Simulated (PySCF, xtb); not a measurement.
CH9NSi4, SMILES [SiH3][Si@H]1[SiH2]C=N[SiH2]1.

GFN2-xTB (xtb) at its own geometry gives an orbital gap of 1.79 eV and a dipole moment of 1.67 D.

Coordinates come from a PBE-D3(BJ)/def2-SVP optimisation. The structure was generated by enumeration; whether it is a known compound was not checked.

Task: What does M06-2X/def2-TZVP (PySCF) give? (Estimate from the structure and the level; the computed values follow.)

Result: gap 7.32 eV (levels -7.72 and -0.39 eV), dipole 1.41 D.
